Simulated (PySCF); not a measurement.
silylphosphine (H5PSi), SMILES [SiH3]P.

Geometry: PBE-D3(BJ)/def2-TZVP.

Computed with PBE-D3(BJ)/def2-TZVP (PySCF 2.14.0).

Frequencies are harmonic and unscaled.

Computed vibrational spectrum:
```
mode  ν (cm⁻¹)  IR (km/mol)  moving atoms (share of kinetic energy)
----  --------  -----------  --------------------------------------
1          169          0.9                                  H 98 %
2          435          4.6                 P 47 %, Si 43 %, H 10 %
3          444         16.9                                  H 96 %
4          461          9.5                                  H 93 %
5          700         22.0                                  H 86 %
6          756          2.9                                  H 91 %
7          864        236.1                          H 92 %, Si 8 %
8          906         42.7                                  H 97 %
9          916         33.1                                  H 98 %
10        1053         10.7                                  H 97 %
11        2154         67.0                                  H 99 %
12        2169         80.6                                  H 96 %
13        2172         79.2                                  H 96 %
14        2320         26.4                                  H 97 %
15        2332         37.0                                  H 97 %
```
